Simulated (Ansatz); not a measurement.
# Nudged elastic band run: CH5AlBClO

input.yaml

```yaml
crystal:
  periodic: [false, false, false]
  atoms:
    - { symbol: C, position_ang: [0.33374, -1.822458, 0.598251] }
    - { symbol: Al, position_ang: [0.68947, -0.067327, -0.096195] }
    - { symbol: Cl, position_ang: [2.676009, 0.220912, -0.743505] }
    - { symbol: B, position_ang: [-0.553268, 1.541931, -0.190442] }
    - { symbol: O, position_ang: [-1.29513, 1.743779, -1.321509] }
    - { symbol: H, position_ang: [1.133327, -2.544767, 0.365317] }
    - { symbol: H, position_ang: [0.228715, -1.797783, 1.697746] }
    - { symbol: H, position_ang: [-0.61124, -2.233282, 0.202274] }
    - { symbol: H, position_ang: [-0.648583, 2.312244, 0.711034] }
    - { symbol: H, position_ang: [-1.870038, 2.595551, -1.219972] }
basis:
  gaussian: { orbitals: STO-3G }
hamiltonian:
  xc: pbe
neb:
  order_check: false
  images: 5
  f_tol: 0.05
  max_iterations: 60
  final_atoms:
    - { symbol: C, position_ang: [0.35478673, -1.79156064, 0.67531088] }
    - { symbol: Al, position_ang: [0.6636932, -0.10730784, -0.1951616] }
    - { symbol: Cl, position_ang: [2.65238156, 0.18588453, -0.83338906] }
    - { symbol: B, position_ang: [-0.67485024, 1.35632118, -0.65207798] }
    - { symbol: O, position_ang: [-0.87907416, 2.37258377, 0.24005348] }
    - { symbol: H, position_ang: [1.28652473, -2.34123363, 0.88731673] }
    - { symbol: H, position_ang: [-0.17864445, -1.6613288, 1.63317371] }
    - { symbol: H, position_ang: [-0.27699261, -2.44914198, 0.05175596] }
    - { symbol: H, position_ang: [-1.2858223, 1.34995126, -1.67198636] }
    - { symbol: H, position_ang: [-1.57900046, 3.03463216, -0.13199675] }
  initial_path:
    images:
      - { positions_ang: [[0.33374, -1.822458, 0.598251], [0.68947, -0.067327, -0.096195], [2.676009, 0.220912, -0.743505], [-0.553268, 1.541931, -0.190442], [-1.29513, 1.743779, -1.321509], [1.133327, -2.544767, 0.365317], [0.228715, -1.797783, 1.697746], [-0.61124, -2.233282, 0.202274], [-0.648583, 2.312244, 0.711034], [-1.870038, 2.595551, -1.219972]] }
      - { positions_ang: [[0.4085498, -1.83729108, 0.71348478], [0.65367843, -0.1238633, -0.15227306], [2.56634044, 0.19241629, -1.00050398], [-0.6812143, 1.39001247, -0.24215526], [-1.18231371, 1.90569836, -1.29425434], [1.23897505, -2.49169593, 0.52269498], [0.28750667, -1.69428334, 1.79356168], [-0.68537957, -1.94596354, 0.09523077], [-1.08791135, 1.8379349, 0.59389693], [-1.43522946, 2.71583518, -1.0266835]] }
      - { positions_ang: [[0.48335959, -1.85212416, 0.82871856], [0.61788686, -0.1803996, -0.20835112], [2.45667187, 0.16392058, -1.25750297], [-0.8091606, 1.23809393, -0.29386852], [-1.06949741, 2.06761772, -1.26699968], [1.34462309, -2.43862486, 0.68007297], [0.34629835, -1.59078368, 1.88937735], [-0.75951914, -1.65864508, -0.01181246], [-1.5272397, 1.3636258, 0.47675986], [-1.00042091, 2.83611935, -0.83339501]] }
      - { positions_ang: [[0.55816939, -1.86695725, 0.94395234], [0.58209529, -0.2369359, -0.26442917], [2.34700331, 0.13542487, -1.51450195], [-0.9371069, 1.0861754, -0.34558177], [-0.95668112, 2.22953709, -1.23974502], [1.45027114, -2.38555379, 0.83745095], [0.40509002, -1.48728402, 1.98519303], [-0.83365871, -1.37132662, -0.11885569], [-1.96656805, 0.88931669, 0.3596228], [-0.56561237, 2.95640353, -0.64010651]] }
      - { positions_ang: [[0.49037517, -1.84182505, 0.85440519], [0.6092946, -0.19372655, -0.24133998], [2.44879606, 0.15224476, -1.28746432], [-0.84968801, 1.17622399, -0.44774718], [-0.93081213, 2.27721931, -0.74647885], [1.395689, -2.3707804, 0.85407288], [0.21051187, -1.54529895, 1.86785326], [-0.64810335, -1.73059841, -0.06198514], [-1.7396528, 1.04286155, -0.31758026], [-0.9034084, 2.98247974, -0.47073659]] }
      - { positions_ang: [[0.42258095, -1.81669284, 0.76485803], [0.6364939, -0.1505172, -0.21825079], [2.55058881, 0.16906464, -1.06042669], [-0.76226913, 1.26627259, -0.54991258], [-0.90494314, 2.32490154, -0.25321269], [1.34110687, -2.35600702, 0.87069481], [0.01593371, -1.60331387, 1.75051348], [-0.46254798, -2.08987019, -0.00511459], [-1.51273755, 1.1964064, -0.99478331], [-1.24120443, 3.00855595, -0.30136667]] }
      - { positions_ang: [[0.35478673, -1.79156064, 0.67531088], [0.6636932, -0.10730784, -0.1951616], [2.65238156, 0.18588453, -0.83338906], [-0.67485024, 1.35632118, -0.65207798], [-0.87907416, 2.37258377, 0.24005348], [1.28652473, -2.34123363, 0.88731673], [-0.17864445, -1.6613288, 1.63317371], [-0.27699261, -2.44914198, 0.05175596], [-1.2858223, 1.34995126, -1.67198636], [-1.57900046, 3.03463216, -0.13199675]] }
```

Run as:

```bash
$ ansatz run input.yaml --threads 1 --pin off --max-ram 2048MiB --backend cpu --events-out ev --progress --plain --runs-dir out
```

Output, in part (warnings, iteration lines, the closing report on the highest movable image, with atoms numbered from 0):

```
NEB end point (image 0): max|allowed force component| = 1.984e-2 eV/Å (the criterion of neb.relax_end_points is 1.000e-2)
NEB end point (image 6): max|allowed force component| = 7.388e-3 eV/Å (the criterion of neb.relax_end_points is 1.000e-2)
NEB iter   1: max|band force component| = 2.798e1 eV/Å  barrier→ = 11.1911 eV  barrier← = 11.1911 eV  Δτ_max = 0.2000 Å  (176 SCF iters)
NEB iter   2: max|band force component| = 6.121e0 eV/Å  barrier→ = 4.4412 eV  barrier← = 4.4413 eV  Δτ_max = 0.2000 Å  (151 SCF iters)
NEB iter   3: max|band force component| = 4.530e0 eV/Å  barrier→ = 2.7306 eV  barrier← = 2.7306 eV  Δτ_max = 0.1984 Å  (137 SCF iters)
NEB iter   4: max|band force component| = 3.001e0 eV/Å  barrier→ = 1.7975 eV  barrier← = 1.7975 eV  Δτ_max = 0.2000 Å  (142 SCF iters)
NEB iter   5: max|band force component| = 2.478e0 eV/Å  barrier→ = 0.9029 eV  barrier← = 0.9029 eV  Δτ_max = 0.2000 Å  (141 SCF iters)
NEB iter   6: max|band force component| = 1.768e0 eV/Å  barrier→ = 0.4967 eV  barrier← = 0.4967 eV  Δτ_max = 0.1984 Å  (135 SCF iters)
NEB iter   7: max|band force component| = 1.006e0 eV/Å  barrier→ = 0.2342 eV  barrier← = 0.2342 eV  Δτ_max = 0.1452 Å  (136 SCF iters)
NEB iter   8: max|band force component| = 5.984e-1 eV/Å  barrier→ = 0.1366 eV  barrier← = 0.1366 eV  Δτ_max = 0.1602 Å  (125 SCF iters)
NEB iter   9: max|band force component| = 5.736e-1 eV/Å  barrier→ = 0.0881 eV  barrier← = 0.0881 eV  Δτ_max = 0.1595 Å  (126 SCF iters)
NEB iter  10: max|band force component| = 5.196e-1 eV/Å  barrier→ = 0.0638 eV  barrier← = 0.0638 eV  Δτ_max = 0.0373 Å  (128 SCF iters)
NEB iter  11: max|band force component| = 2.391e-1 eV/Å  barrier→ = 0.0550 eV  barrier← = 0.0550 eV  CI = image 3  Δτ_max = 0.0229 Å  (126 SCF iters)
NEB iter  12: max|band force component| = 6.148e-2 eV/Å  barrier→ = 0.0539 eV  barrier← = 0.0539 eV  CI = image 3  Δτ_max = 0.0097 Å  (126 SCF iters)
NEB iter  13: max|band force component| = 2.240e-2 eV/Å  barrier→ = 0.0538 eV  barrier← = 0.0538 eV  CI = image 3  Δτ_max = 0.0000 Å  (211 SCF iters)
Total energy: -22684.94942549 eV, -833.6565149759 hartree
Atom 0 at     0.455431    -1.788799     0.754554 Å, force     0.004916     0.005591    -0.001422 eV/Å
Atom 1 at     0.561103    -0.154461    -0.247399 Å, force    -0.003591    -0.000688     0.005854 eV/Å
Atom 2 at     2.316521     0.035078    -1.399283 Å, force     0.001366    -0.002051    -0.001019 eV/Å
Atom 3 at    -0.813744     1.355434    -0.295897 Å, force    -0.008294    -0.007611     0.004704 eV/Å
Atom 4 at    -0.544051     2.458002    -1.056560 Å, force     0.006932     0.003380    -0.004498 eV/Å
Atom 5 at     1.311283    -2.460623     0.577772 Å, force    -0.002911    -0.000827     0.001499 eV/Å
Atom 6 at     0.413996    -1.589055     1.840256 Å, force     0.000766     0.000646    -0.003759 eV/Å
Atom 7 at    -0.462263    -2.351492     0.507514 Å, force     0.000471     0.000344    -0.001484 eV/Å
Atom 8 at    -1.834821     1.307706     0.310970 Å, force     0.002972     0.002087    -0.002867 eV/Å
Atom 9 at    -1.320455     3.137011    -0.988928 Å, force    -0.002627    -0.000871     0.002990 eV/Å
Dipole moment:    -0.748235     0.315289     0.266011 e Å
```

The forces met the threshold. A vibrational analysis at the climbing image gives one clearly imaginary mode, 54i cm⁻¹: a first-order saddle point. Limits of this set-up: minimal basis.

Final band:

| image | path coordinate (Å) | energy (eV) |
| --- | --- | --- |
| 0 | 0.00 | 0.000 |
| 1 | 0.82 | 0.014 |
| 2 | 1.65 | 0.042 |
| 3 | 2.47 | 0.054 |
| 4 | 3.30 | 0.039 |
| 5 | 4.13 | 0.012 |
| 6 | 4.96 | 0.000 |

Time of the run: 2.3 min on 1 thread of Arm Neoverse V1 (shared host), peak memory 0.096 GiB.
